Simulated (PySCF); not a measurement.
Mapped SMILES: `[CH3:1][C:2]#[C:3][SiH2:4][NH:5][SiH3:6]`; H(Xn) means a hydrogen on atom n.

Geometry: PBE0-D3(BJ)/def2-SVP; GIAO absolute shieldings from PySCF 2.14, gas phase, non-relativistic, averaged over equivalent atoms.

At PBE0/STO-3G (47 basis functions, 4.5 s wall time on 1 thread of an x86-64 server CPU, shared host):
| atoms | σ (ppm) |
| --- | --- |
| C2 | 152.5 |
| C3 | 166.6 |
| C1 | 219.9 |
| Si6 | 564.4 |
| Si4 | 566.4 |
| N5 | 378.1 |
| H(Si4) | 30.28 |
| H(Si6) | 30.51 |
| H(C1) | 31.36 |
| H(N5) | 36.44 |

Task: What do these become at BHandHLYP/pcSseg-1?

Result: 
```
 atoms  σ at BHandHLYP/pcSseg-1  change
    C2                     71.2   -81.3
    C3                     97.9   -68.7
    C1                    179.0   -40.9
   Si6                    410.2  -154.2
   Si4                    417.4  -149.0
    N5                    256.7  -121.4
H(Si4)                    26.96   -3.32
H(Si6)                    26.98   -3.53
 H(C1)                    29.51   -1.85
 H(N5)                    31.89   -4.55
```

The largest change is at Si6 (silicon bonded to N, 3 H). Cost: 161 basis functions, 16 s wall time on 1 thread of an Arm Neoverse V1, shared host. The order of the carbon signals is the same at both levels.
